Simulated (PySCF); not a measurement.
Species: i-propyl bromide, C3H7Br.
SMILES with atom numbers: `[CH3:1][CH:2]([CH3:3])[Br:4]` (hydrogens: H5, H6, H7 on C1; H8 on C2; H9, H10, H11 on C3)

Cartesian coordinates in Å at the PBE0-D3(BJ)/def2-SVP level; atoms count from 1:
```xyz
11
C3H7Br angstrom
C     -1.4881   -0.1555    0.0724
C     -0.0907    0.3982    0.2426
C      0.9936   -0.6546    0.1841
Br     0.2461    1.7581   -1.1446
H     -1.5883   -0.6807   -0.8896
H     -2.2460    0.6388    0.1125
H     -1.6988   -0.8759    0.8803
H     -0.0177    0.9713    1.1780
H      0.8396   -1.3868    0.9943
H      1.9927   -0.2134    0.3036
H      0.9663   -1.1938   -0.7749
```

The calculation used core-valence-separated Tamm–Dancoff BHandHLYP/aug-pcX-1 (pcseg-1 on H, def2-SVPD on Br) in PySCF, non-relativistic, gas phase, PBE0-D3(BJ)/def2-SVP geometry. No empirical shift is added; at this level the pattern usually sits a few eV under experiment.

The lowest roots of each edge with f over 0.003 (five at most, numbered afresh; weaker and dark ones are left out), with transition dipoles (au) in the frame of the coordinates:

| root | edge | E (eV) | f | μx | μy | μz |
| --- | --- | --- | --- | --- | --- | --- |
| 1 | C | 284.21 | 0.0698 | 0.0167 | 0.0667 | -0.0727 |
| 2 | C | 285.53 | 0.0056 | 0.0081 | -0.0262 | -0.0074 |
| 3 | C | 285.53 | 0.0175 | 0.0497 | -0.0036 | 0.0042 |
| 4 | C | 285.79 | 0.0195 | 0.0086 | 0.0333 | -0.0400 |
| 5 | C | 286.41 | 0.0329 | -0.0188 | -0.0344 | -0.0562 |

Question: Molecules are fixed in this frame and the field points along (0, 1, 1)/√2. What effective strengths 3 f cos²θ do the roots have (θ between field and μ)?

Answer: root 1 (C2): 0.000, root 2 (C1/C3): 0.012, root 3 (C1/C3): 0.000, root 4 (C1/C3): 0.000, root 5 (C1/C3): 0.086. Root 5 is the strongest. Averaged over all orientations cos²θ is 1/3, which gives f back. For degenerate partners only the sum has meaning, as the program may mix them freely.

 The BHandHLYP/aug-pcX-1 (pcseg-1 on H, def2-SVPD on Br) calculation is non-relativistic and has no spin–orbit coupling, an omission that weighs most on bromine.

Rough CPU time on one thread of a shared machine: about 19 s.
